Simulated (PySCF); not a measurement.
## Indirect couplings

Geometry:
```
atom   x (Å)   y (Å)   z (Å)
  C1   3.089  -0.209   0.347
  C2   2.035  -0.134  -0.249
  C3   0.762  -0.045  -0.940
  C4  -0.129  -1.249  -0.711
  C5  -1.346  -1.104  -0.171
  C6  -1.865   0.249   0.225
 Ge7  -0.395   1.450  -0.297
  H8   4.023  -0.279   0.872
  H9   0.953   0.090  -2.020
 H10   0.256  -2.237  -0.985
 H11  -1.978  -1.985  -0.009
 H12  -2.804   0.497  -0.297
 H13  -2.084   0.299   1.305
 H14  -0.774   2.407  -1.443
 H15   0.242   2.231   0.861
```

Method: B3LYP/pcJ-1 (pcSseg-1 on Ge) (without the spin–dipole term)//PBE0-D3(BJ)/def2-SVP, PySCF; isolated molecule, single conformer, non-relativistic. Couplings are averaged over pairs made equivalent by symmetry, fast rotation or ring inversion, so a value needn't be that of the named pair in this geometry, while other rotamers aren't included; one pair stands for each set, and the list holds a selection of those of at least 0.8 Hz over up to four bonds.

Isotopes: ¹³C, ¹H.

```json
{"pair": "C1, C2", "bonds": "1", "J (Hz)": "?"}
{"pair": "C1, H8", "bonds": "1", "J (Hz)": "272.5"}
{"pair": "C2, C3", "bonds": "1", "J (Hz)": "77.2"}
{"pair": "C3, C4", "bonds": "1", "J (Hz)": "41.8"}
{"pair": "C3, H9", "bonds": "1", "J (Hz)": "143.9"}
{"pair": "C4, C5", "bonds": "1", "J (Hz)": "78.2"}
{"pair": "C4, H10", "bonds": "1", "J (Hz)": "173.6"}
{"pair": "C5, C6", "bonds": "1", "J (Hz)": "41.5"}
{"pair": "C5, H11", "bonds": "1", "J (Hz)": "167.3"}
{"pair": "C6, H12", "bonds": "1", "J (Hz)": "140.4"}
{"pair": "C6, H13", "bonds": "1", "J (Hz)": "?"}
{"pair": "C2, C4", "bonds": "2", "J (Hz)": "-5.1"}
{"pair": "C3, H15", "bonds": "2", "J (Hz)": "6.1"}
{"pair": "C4, H11", "bonds": "2", "J (Hz)": "4.9"}
{"pair": "C1, C4", "bonds": "3", "J (Hz)": "?"}
{"pair": "C1, H9", "bonds": "3", "J (Hz)": "5.2"}
{"pair": "C5, H14", "bonds": "3", "J (Hz)": "1.7"}
{"pair": "C5, H15", "bonds": "3", "J (Hz)": "?"}
{"pair": "C6, H10", "bonds": "3", "J (Hz)": "?"}
{"pair": "H11, H13", "bonds": "3", "J (Hz)": "?"}
{"pair": "H12, H15", "bonds": "3", "J (Hz)": "2.0"}
{"pair": "C2, H12", "bonds": "4", "J (Hz)": "?"}
{"pair": "C2, H13", "bonds": "4", "J (Hz)": "1.6"}
{"pair": "H9, H11", "bonds": "4", "J (Hz)": "-3.2"}
{"pair": "H9, H12", "bonds": "4", "J (Hz)": "2.0"}
{"pair": "H9, H13", "bonds": "4", "J (Hz)": "?"}
```

**Question.** Estimate the withheld couplings, with signs.

**Answer.** 
- ¹J(C1,C2) = 198.8 Hz (bond length 1.213 Å)
- ¹J(C6,H13) = 140.3 Hz (bond length 1.103 Å, sp3 carbon)
- ³J(C1,C4) = 2.5 Hz
- ³J(C5,H15) = 2.8 Hz (dihedral angle 118°)
- ³J(C6,H10) = 10.9 Hz (dihedral angle 179°)
- ³J(H11,H13) = 4.3 Hz (dihedral angle 60°)
- ⁴J(C2,H12) = 3.0 Hz
- ⁴J(H9,H13) = 3.5 Hz

Relativistic effects of the heavier atoms present are left out.
